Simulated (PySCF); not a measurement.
2-chlorobuta-1,3-diene (C4H5Cl), SMILES C=CC(=C)Cl.

The structure is a stationary point at B3LYP-D3(BJ)/def2-SVP. The values are those of a single conformer.

Two levels are set side by side: TDDFT-PBE/def2-SVPD (PySCF) and TDDFT-ωB97X/def2-SVPD (PySCF). Vertical, same geometry. The lowest singlet is HOMO→LUMO 61 %, HOMO−1→LUMO 33 % with PBE and HOMO→LUMO 98 % with the other functional; states are paired by order. Differences are taken from unrounded values.

| quantity | TDDFT-ωB97X | TDDFT-PBE | TDDFT-PBE minus TDDFT-ωB97X |
|---|---|---|---|
| lowest singlet excitation (eV) | 5.84 | 5.05 | -0.79 |
| lowest triplet excitation (TDA) (eV) | 3.22 | 3.09 | -0.14 |
| first bright state (f over 0.05) (eV) | 5.84 | 5.05 | -0.79 |
| its oscillator strength | 0.58 | 0.17 | -0.41 |

A lower first singlet is the usual sign of a functional without exact exchange. Differences between two approximate levels are no errors against the true value.

Rough cost on one machine, each run with all the roots and properties that it gave: TDDFT-ωB97X against TDDFT-PBE about 10 times.
